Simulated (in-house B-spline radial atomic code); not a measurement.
Successive ionisation energies of krypton; each step leads to the configuration of the next row (after the last: [He] 2s2 2p4). Dirac energy differences include first-order Breit, QED and recoil terms. NIST's values go from ground level to ground level; the uncertainty of those that are theory runs from under 0.1 % in few-electron ions to several per cent in heavy many-electron ones. Computed with a radial B-spline atomic code at the basis-set limit: Dirac-Hartree-Fock, average of the configuration, finite nuclei.

```tsv
ion	configuration	ionisation energy (eV)	tabulated value (eV)	computed minus tabulated (eV)	highest orbital	largest mean radius (bohr)
Kr16+	[Ar] 3d2	586.7	591	-4	3d5/2	0.48264
Kr17+	[Ar] 3d1	638.5	640	-1	3d5/2	0.47723
Kr18+	[Ne] 3s2 3p6	788.0	785.316	3	3p3/2	0.47187
Kr19+	[Ne] 3s2 3p5	?	?	?	?	?
Kr20+	[Ne] 3s2 3p4	886.7	882.8	4	3p3/2	0.46341
Kr21+	[Ne] 3s2 3p3	?	?	?	?	?
Kr22+	[Ne] 3s2 3p2	?	?	?	?	?
Kr23+	[Ne] 3s2 3p1	1041.4	1042	-1	3p3/2	0.45131
Kr24+	[Ne] 3s2	1149.8	1155	-5	3s1/2	0.44742
Kr25+	[Ne] 3s1	1204.5	1205.23	-1	3s1/2	0.4431
Kr26+	[He] 2s2 2p6	2943.3	2928.9	14	2p3/2	0.17913
Kr27+	[He] 2s2 2p5	3091.7	3072	20	2p3/2	0.17752
```

Q: Fill in the row of Kr19+.

A: ionisation energy (eV): 836.9; tabulated value (eV): 831.6; computed minus tabulated (eV): 5; highest orbital: 3p3/2; largest mean radius (bohr): 0.4676.

Q: Fill in the row of Kr21+.

A: ionisation energy (eV): 937.3; tabulated value (eV): 945; computed minus tabulated (eV): -8; highest orbital: 3p3/2; largest mean radius (bohr): 0.45931.

Q: Fill in the row of Kr22+.

A: ionisation energy (eV): 988.9; tabulated value (eV): 999; computed minus tabulated (eV): -10; highest orbital: 3p3/2; largest mean radius (bohr): 0.45527.

Q: Where is the largest jump?

A: From Kr25+ to Kr26+, by a factor of 2.44 (1204.5 to 2943.3 eV); the highest orbital goes from 3s1/2 to 2p3/2.

Where a p, d or f electron is removed, the computed value is a mean over both j, so it misses the tabulated one by a part of the spin-orbit splitting; averaging over terms and missing correlation add to the gap, relatively most at low charge.
